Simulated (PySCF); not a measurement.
Compound: C6H6F3P.
Bonds: C1–C2 (double), C2–P3, P3–C4, C4–C5 (triple), C5–C6, P3–C7, C7–F8, C7–F9, C7–F10. Hydrogens: H11, H12 on C1; H13 on C2; H14, H15, H16 on C6.

Method: PySCF, PBE0-D3(BJ)/def2-SVP geometry optimisation, gas phase; density fitting, grid level 1; the optimiser is geomeTRIC in internal coordinates, started from a GFN2-xTB structure with every atom displaced at random (about 0.01 Å).

Step 0: E = -23724.3681 eV
```
atom  x, y, z in Å  |  force x, y, z in eV/Å
C1     -1.8478   -1.5405   -0.0783   -1.790   1.663   0.009
C2     -2.0822   -0.2344   -0.3157   -0.041  -0.729  -0.005
P3     -0.8251    0.9266   -0.9228    0.881   0.002   0.728
C4      0.6955    0.1444   -0.3585   -4.812   2.221  -1.647
C5      1.7299   -0.3536   -0.1020    3.611  -1.653   1.078
C6      2.9804   -0.9464    0.2864   -0.435  -0.162   0.298
C7     -0.9412    2.0657    0.5972   -0.326   0.871   0.725
F8     -0.8232    1.4396    1.7695   -0.060  -0.219  -0.237
F9     -0.0119    3.0274    0.6008   -0.037  -0.244  -0.401
F10    -2.1437    2.6886    0.6201    0.303  -0.346  -0.261
H11    -2.6732   -2.1743    0.2373   -0.086  -0.261   0.022
H12    -0.8845   -1.9553   -0.1827    1.411  -0.642  -0.087
H13    -3.0922    0.2200   -0.2384    0.380  -0.321   0.021
H14     3.1636   -1.8187   -0.3303    0.299  -0.512  -0.242
H15     3.7878   -0.2425    0.1590    0.644   0.439  -0.121
H16     2.9484   -1.2479    1.3401    0.057  -0.107   0.120
```

Step 1: E = -23724.6004 eV
```
atom  x, y, z in Å  |  force x, y, z in eV/Å
C1     -1.8663   -1.5328   -0.0663    0.297  -0.061  -0.057
C2     -2.0564   -0.2347   -0.2992   -0.100   0.068  -0.075
P3     -0.7852    0.9598   -0.8326    0.050  -0.079   0.204
C4      0.7002    0.1626   -0.3191    0.279  -0.085   0.052
C5      1.7670   -0.3759   -0.0675   -0.456   0.224  -0.135
C6      3.0270   -1.0072    0.2556    0.120  -0.004   0.020
C7     -1.0128    2.1444    0.6414    0.029  -0.205  -0.413
F8     -0.9508    1.5665    1.8351    0.012   0.114   0.028
F9     -0.1031    3.1147    0.5949   -0.028   0.019   0.131
F10    -2.2273    2.6964    0.5119    0.001   0.085   0.156
H11    -2.6971   -2.1933    0.1911   -0.050  -0.026  -0.015
H12    -0.8603   -1.9749   -0.1301   -0.204   0.049   0.072
H13    -3.0633    0.2026   -0.2598    0.038  -0.041   0.011
H14     3.2125   -1.8725   -0.3998    0.011   0.008  -0.003
H15     3.8621   -0.2988    0.1280   -0.026  -0.039  -0.008
H16     3.0341   -1.3585    1.2980    0.026  -0.026   0.031
```

Problem. Estimate the geometry and energy of step 2. (The exact step hangs on the optimiser's Hessian estimate; all steps are aligned on step 1, rigid shifts and turns removed.)

Solution. E = -23724.6094 eV, largest force 0.150 eV/Å
```
atom  x, y, z in Å  |  force x, y, z in eV/Å
C1     -1.8764   -1.5425   -0.0647    0.003   0.031   0.018
C2     -2.0621   -0.2457   -0.3117    0.034   0.071  -0.026
P3     -0.7852    0.9517   -0.8250   -0.026  -0.027   0.115
C4      0.7007    0.1630   -0.3113    0.025   0.015   0.020
C5      1.7671   -0.3711   -0.0644   -0.037   0.006  -0.012
C6      3.0341   -1.0006    0.2522    0.010   0.004   0.010
C7     -1.0076    2.1445    0.6382   -0.036   0.060  -0.006
F8     -0.9381    1.5821    1.8384    0.007  -0.128   0.078
F9     -0.0955    3.1127    0.5997    0.066   0.033  -0.085
F10    -2.2177    2.7124    0.5351   -0.018  -0.017  -0.046
H11    -2.7294   -2.1908    0.1549    0.026  -0.040   0.009
H12    -0.8773   -1.9910   -0.0648   -0.033   0.005  -0.017
H13    -3.0710    0.1847   -0.3007   -0.010  -0.018  -0.035
H14     3.2194   -1.8623   -0.4079   -0.002   0.003  -0.006
H15     3.8658   -0.2911    0.1197   -0.004  -0.001  -0.008
H16     3.0534   -1.3576    1.2938   -0.002   0.001  -0.008
```

The energy changes by -0.0091 eV. The first-order estimate −F·Δx gives -0.0208 eV and the mean of the old and new forces, exact on a quadratic surface, -0.0090 eV. The step makes an angle of 78° with the force vector and moves no atom by more than 0.069 Å.

The cost below is that of the whole optimisation. Hardware: one thread of an Arm Neoverse V2, shared host. Cost: 2.3 min of wall time, 0.74 GiB resident at most.
